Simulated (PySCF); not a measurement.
Ionising SbH

UHF-CCSD(T); Sb cc-pVTZ-PP with ECP28, H cc-pVTZ; scalar-relativistic core potentials (PySCF 2.14). Neutral (UHF): triplet (π ↑↑), Re = 1.715 Å, ωe = 1938 cm⁻¹, De = 2.54 eV.

SbH⁺ (UHF): doublet (π ↑), Re = 1.708 Å, ωe = 2001 cm⁻¹, De = 2.74 eV to Sb⁺ + H. The energies at the minima are -240.00846 hartree for SbH and -239.68236 for SbH⁺.

(1) Work out the adiabatic ionisation energy, without and with harmonic zero-point energies (1 hartree = 27.2114 eV, 1 eV = 8065.5 cm⁻¹), and the change of the bond length.

Correlated steps freeze 4 core orbitals. These are scalar-relativistic numbers at best; spin–orbit coupling would shift them, the dissociation energy most. For an ion De counts to the pair picked by the measured ionisation energies or electron affinities, which need not be the lowest pair at this level. States were picked by a PBE0 search and need not be the measured ground states.

## Answers

(1) At UHF-CCSD(T): 0.32610 hartree = 8.874 eV between the minima; the zero-point term (2001.0 − 1938.0)/2 cm⁻¹ = +0.004 eV makes it 8.878 eV. Re changes by -0.7 pm against the neutral. The electron leaves a π orbital, which is non-bonding in a hydride.
